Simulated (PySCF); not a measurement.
# Correlation energy of Ni (nickel, neutral)

[Ar] 3d8 4s2, high-spin 3F determinant. All numbers are calculated (PySCF 2.14, no relativity, point nucleus, in dyall-av2z). Frozen: [Ar]; 10 electrons correlated; the 33 highest virtual orbitals of each spin left out.

```csv
level,correlation energy (mhartree)
CCSD,-287.29
(T),-9.80
CCSD(T),-297.09
```

Diagnostics: T1 = 0.021, D1 = 0.0583, largest double amplitude 0.075.

Cost of the coupled-cluster step: of the order of 17 core-seconds, for 10 correlated electrons.
